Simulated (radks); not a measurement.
Results of a calculation; reference values are marked as such.
Question: Radial electron density D(r) = 4 pi r^2 rho(r) of an atom or ion with 13 electrons. Level of theory: scalar-relativistic Kohn-Sham, PBEsol, spin-unpolarised, spherical densities, point nucleus (a radial shooting solver on a logarithmic mesh with Libxc functionals).

r (bohr),D(r) (e/bohr)
0.01385,2.944
0.01775,4.325
0.02275,6.162
0.02892,8.367
0.03706,10.94
0.0475,13.44
0.06086,15.28
0.07799,15.81
0.09915,14.75
0.1271,12.46
0.1628,10.27
0.2086,9.759
0.2652,11.31
0.3399,13.61
0.4356,14.19
0.5582,11.73
0.7096,7.515
0.9093,3.688
1.165,1.886
1.493,1.636
1.898,1.622
2.432,1.192
3.117,0.5743
3.994,0.1746
5.078,0.03474
6.507,0.003710
8.338,0.0001921

What is the nuclear charge?

Answer: Z = 14. The innermost maximum, from 1s, lies near gamma/Z bohr with gamma = sqrt(1 - (Z/c)^2) = 0.995, here 0.0711 bohr (found: 0.0749), and its height grows with Z. The density is that of the silicon ion Si+ in [Ne] 3s2 3p1; the configuration itself is not fixed sharply by these data, and Z only to about a unit. D(r) has 3 maxima, at r = 0.0749, 0.405, 1.70 bohr, and minima at 0.196, 1.41 bohr, inside which lie 2.20, 10.43 electrons.
